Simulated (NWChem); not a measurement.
Species: BHSeCl$_{2}$; SMILES ClB(Cl)[SeH]

```xyz
5

B      0.0007    -0.5043     0.0000
Cl     1.5380    -1.3430     0.0000
Cl    -1.4881    -1.4258     0.0000
Se     0.0361     1.4252     0.0000
H     -1.4256     1.5836     0.0000
```
Atoms are numbered in this order, from 1.

Computed with NWChem. Pople sets run with spherical d functions. The geometry was optimised at PBE0/def2-SVP. GIAO values for the isolated, static molecule; σ is the absolute isotropic shielding, δ = σ(reference) − σ with the isolated reference molecule computed at the same levels (11B: boron trifluoride, 1H: tetramethylsilane). Spin-orbit effects, on the heavy nuclei and on their neighbours, are missing.

For level Hartree-Fock/6-31G*:

```yaml
"δ B1 (ppm)": 58.9
"σ Cl2 (ppm)": 799.5
"σ Cl3 (ppm)": 780.9
"σ Se4 (ppm)": 1944.8
"δ H5 (ppm)": 2.94
```

Task: How do the values read with level KT2/pcSseg-1 instead?

Result: δ B1 (ppm): 45.3
σ Cl2 (ppm): 671.2
σ Cl3 (ppm): 633.6
σ Se4 (ppm): 1656.2
δ H5 (ppm): 3.18
